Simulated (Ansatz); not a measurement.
Compare A (`O=C1CBC1`) with its isomer B (`OC1BC=C1`).

Program: Ansatz. Geometries: PBE0-D4/def2-TZVP. ΔE: electronic, gas phase. CCSD(T)/CBS is the MP2 limit (def2-TZVPP, def2-QZVPP) plus CCSD(T) − MP2 in def2-TZVPP, frozen cores. DFT in def2-TZVPP. One conformer a species, not always the lowest.

A:

```xyz
10

O     1.775    0.523    1.185
C     0.828    0.111    0.581
C     0.649   -0.268   -0.887
B    -0.832    0.234   -0.658
C    -0.663    0.116    0.909
H     1.356    0.114   -1.622
H     0.606   -1.364   -0.979
H    -1.701    0.618   -1.375
H    -1.037    0.816    1.655
H    -0.980   -0.899    1.191
```

B:

Z-matrix (Å, degrees):
```
C
B 1 1.597
O 1 1.400 2 118.4
C 1 1.503 2 73.0 3 -112.7
H 1 1.090 2 115.5 3 139.9
C 2 1.496 1 92.7 3 135.6
H 2 1.192 1 129.7 3 -20.7
H 3 0.960 1 109.2 2 173.2
H 4 1.091 1 125.8 2 142.0
H 6 1.079 2 143.3 1 -174.5
```

(1) Which is lower in electronic energy at CCSD(T)/CBS, and by how much? (An estimate is asked.)

(2) Give E(B) − E(A) in kJ/mol with PBE0-D4, CCSD(T)/def2-SVP, ωB97M-V, PBE-D4, HF/def2-TZVPP, CCSD(T)/def2-TZVPP, r2SCAN-D4. (Estimate.)

(3) Does the order hold for the free energy at 298.15 K (harmonic terms from PBE0-D4)? (Best estimate.)

Largest T1 diagnostic: 0.014.

## Answers

(1) The calculation gave: A, by 53.5 kJ/mol.

(2) The calculation gave: PBE0-D4 60.9, CCSD(T)/def2-SVP 65.8, ωB97M-V 59.3, PBE-D4 62.7, HF/def2-TZVPP 71.9, CCSD(T)/def2-TZVPP 58.0, r2SCAN-D4 65.2. None reverses the order clearly.

(3) Computed: Yes: G(B) − G(A) = +60.2 kJ/mol, for one conformer each.

From r2SCAN to r2SCAN0 (25 % exact exchange), in def2-TZVPP and without D4, E(B) − E(A) moves by −3.5 kJ/mol. Leaving LDA and LC-ωPBE aside and taking each functional with its dispersion term where it has one, the values, not all of them listed here, spread over 7.9 kJ/mol, from PBE-QIDH to BLYP-D4. LDA lies −8.1 kJ/mol from PBE without D4.
